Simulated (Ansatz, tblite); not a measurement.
Forces on Ru2H⁻ at its r2SCAN-D4/def2-TZVPD geometry. The state is a singlet with charge -1.

In the def2 sets Ru takes a core potential; there is no spin–orbit coupling. The xTB rows come from tblite. At PBE0-D4/def2-TZVPD the restricted singlet is unstable: a solution with broken spin symmetry lies lower. At PBE0-D4/def2-TZVPD the highest occupied level of the charge -1 singlet lies above zero (up to 0.44 eV). Its loss leaves the charge 0 doublet, which lies 0.91 eV higher (vertical, at PBE0-D4/def2-TZVPD), but this difference is unsure: the doublet is doubtful (geometry relaxed on an unsound state). The geometry of the singlet was relaxed on an unsound state (restricted singlet, unstable towards broken spin symmetry). At PBE0-D4/def2-TZVPD a quintet of charge -1 lies 1.08 eV below the restricted singlet, each at its own geometry. The structure comes from a short search, and lower isomers may exist.

GFN1-xTB (tblite), largest force 29.49 eV/Å:

```xyz
3
positions Å, forces eV/Å
Ru    0.425    0.471    0.043   15.384    9.142   23.375
Ru   -0.631   -0.168   -1.532  -15.512   -9.322  -23.283
H     0.206   -0.303    1.490    0.128    0.179   -0.092
```

GFN2-xTB (tblite), largest force 14.63 eV/Å:

```
Ru 7.540 4.603 11.119
Ru -7.638 -4.531 -11.627
H 0.098 -0.072 0.508
```

PBE0-D4/def2-TZVPD (Ansatz), largest force 0.74 eV/Å:

```
Ru -0.418 -0.282 -0.543
Ru 0.353 0.256 0.408
H 0.066 0.026 0.136
```
